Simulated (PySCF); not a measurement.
CH5NOZn (SMILES C[O][Zn][NH2]), singlet, at a GFN2-xTB geometry (such geometries of metal compounds can be far from the true shape); DF-PBE/def2-TZVPPD in PySCF.

PySCF was given this input:
```python
from pyscf import gto, scf, dft

mol = gto.M(
    atom='''
Zn   -0.35931672    0.19418018    0.22355360
O     0.91989433   -0.53940654   -0.69504633
C     1.12856682   -1.14594136   -1.93430328
H     0.93925398   -0.46045744   -2.76815598
H     2.18180243   -1.44687580   -1.96764816
H     0.51007142   -2.04080923   -2.06804947
N    -0.66716158    0.99869377    1.84588874
H    -1.16954786    0.43227368    2.51652453
H    -1.14250276    1.89050766    1.82569007
''',
    basis='def2-tzvppd',
    verbose=4,
    max_memory=1800,
)

mf = dft.RKS(mol)
mf.xc = 'pbe'
mf = mf.density_fit(auxbasis='def2-universal-jkfit')
mf.kernel()
```

Output, abridged:

```
PySCF version 2.14.0

[INPUT] verbose = 4
[INPUT] num. atoms = 9
[INPUT] num. electrons = 56
[INPUT] charge = 0
[INPUT] spin (= nelec alpha-beta = 2S) = 0
[INPUT] symmetry False subgroup None
[INPUT] Mole.unit = angstrom
[INPUT] Symbol           X                Y                Z      unit          X                Y                Z       unit  Magmom
[...]
nuclear repulsion = 253.878833736761
number of shells = 94
number of NR pGTOs = 368
number of NR cGTOs = 266
basis = def2-tzvppd
ecp = {}

******** <class 'pyscf.df.df_jk.DFRKS'> ********
method = DFRKS
initial guess = minao
damping factor = 0
level_shift factor = 0
DIIS = <class 'pyscf.scf.diis.CDIIS'>
diis_start_cycle = 1
diis_space = 8
diis_damp = 0
SCF conv_tol = 1e-09
SCF conv_tol_grad = None
SCF max_cycles = 50
direct_scf = False
XC library pyscf.dft.libxc version 7.1.2
    S. Lehtola, C. Steigemann, M. J. T. Oliveira, and M. A. L. Marques,  SoftwareX 7, 1–5 (2018)
XC functionals = pbe
    J. P. Perdew, K. Burke, and M. Ernzerhof,  Phys. Rev. Lett. 77, 3865 (1996)
    J. P. Perdew, K. Burke, and M. Ernzerhof,  Phys. Rev. Lett. 78, 1396 (1997)
    J. P. Perdew, K. Burke, and M. Ernzerhof,  Phys. Rev. Lett. 77, 3865 (1996)
    J. P. Perdew, K. Burke, and M. Ernzerhof,  Phys. Rev. Lett. 78, 1396 (1997)
radial grids:
    Treutler-Ahlrichs [JCP 102, 346 (1995); DOI:10.1063/1.469408] (M4) radial grids

becke partition: Becke, JCP 88, 2547 (1988); DOI:10.1063/1.454033
pruning grids: <function nwchem_prune>
grids dens level: 3
symmetrized grids: False
atomic radii adjust function: <function treutler_atomic_radii_adjust>
small_rho_cutoff = 0
Set gradient conv threshold to 3.16228e-05
Initial guess from minao.
tot grids = 111784
init E= -1949.82841976606
[...]
cycle= 1 E= -1949.68247214871  delta_E= 0.146  |g|= 1.81  |ddm|= 2.73
[...]
cycle= 2 E= -1945.34163133746  delta_E= 4.34  |g|= 5.01  |ddm|= 11.1
[...]
cycle= 3 E= -1949.85712253045  delta_E= -4.52  |g|= 1.16  |ddm|= 10.5
[...]
cycle= 4 E= -1950.07255449158  delta_E= -0.215  |g|= 0.343  |ddm|= 1.24
[...]
cycle= 5 E= -1950.08405876473  delta_E= -0.0115  |g|= 0.212  |ddm|= 0.424
[...]
cycle= 6 E= -1950.09268600891  delta_E= -0.00863  |g|= 0.0687  |ddm|= 0.26
[...]
cycle= 7 E= -1950.0937316472  delta_E= -0.00105  |g|= 0.0213  |ddm|= 0.0897
[...]
cycle= 8 E= -1950.09380341487  delta_E= -7.18e-05  |g|= 0.00561  |ddm|= 0.0169
[...]
cycle= 9 E= -1950.09380985048  delta_E= -6.44e-06  |g|= 0.00215  |ddm|= 0.00538
[...]
cycle= 10 E= -1950.09381081142  delta_E= -9.61e-07  |g|= 0.0002  |ddm|= 0.0022
[...]
cycle= 11 E= -1950.09381081771  delta_E= -6.29e-09  |g|= 8.99e-05  |ddm|= 0.000262
[...]
cycle= 12 E= -1950.0938108191  delta_E= -1.39e-09  |g|= 1.86e-05  |ddm|= 8.39e-05
[...]
cycle= 13 E= -1950.09381081914  delta_E= -4.32e-11  |g|= 4.25e-06  |ddm|= 2.43e-05
[...]
Extra cycle  E= -1950.09381081912  delta_E= 2.5e-11  |g|= 1.12e-05  |ddm|= 1.35e-05
converged SCF energy = -1950.09381081912
```
